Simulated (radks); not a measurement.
The numbers below are computed, except where a source is named.
Task: Radial electron density D(r) = 4 pi r^2 rho(r) of an atom or ion with 59 electrons. Level of theory: scalar-relativistic Kohn-Sham, MS2 meta-GGA, spin-polarised, spherical densities, finite nucleus; meta-GGA in the generalised Kohn-Sham scheme; Fermi nuclear charge, rms radius of each element as measured or else 0.836 A^(1/3) + 0.57 fm (a radial shooting solver on a logarithmic mesh with Libxc functionals).

r (bohr),D(r) (e/bohr),spin D(r)
0.003823,26.50,0.000383
0.005058,37.61,0.000528
0.006693,50.87,0.000680
0.008855,64.63,0.000792
0.01172,75.82,0.000785
0.0155,80.82,0.000580
0.02051,78.19,0.000169
0.02714,72.23,-0.000282
0.03562,72.80,-0.000540
0.04714,86.53,-0.000970
0.06237,103.9,-0.00326
0.08252,103.5,-0.00787
0.1092,85.29,-0.00100
0.1445,80.46,0.0712
0.1911,92.79,0.336
0.2529,78.99,1.01
0.3346,43.99,2.28
0.4428,37.75,3.88
0.5858,42.80,4.87
0.7751,28.29,4.63
1.017,14.48,3.52
1.346,9.788,2.06
1.781,6.092,0.841
2.357,2.218,0.256
3.118,0.4210,0.0640
4.126,0.04015,0.0120
5.459,0.001989,0.00124

What is the nuclear charge?

Result: Z = 61. The innermost maximum, from 1s, lies near gamma/Z bohr with gamma = sqrt(1 - (Z/c)^2) = 0.895, here 0.0147 bohr (found: 0.0161), and its height grows with Z. The density is that of the promethium ion Pm2+ in [Xe] 4f5; the configuration itself is not fixed sharply by these data, and Z only to a few units. D(r) has 4 maxima, at r = 0.0161, 0.0715, 0.201, 0.554 bohr, and minima at 0.0308, 0.132, 0.399 bohr, inside which lie 1.94, 11.18, 29.10 electrons.
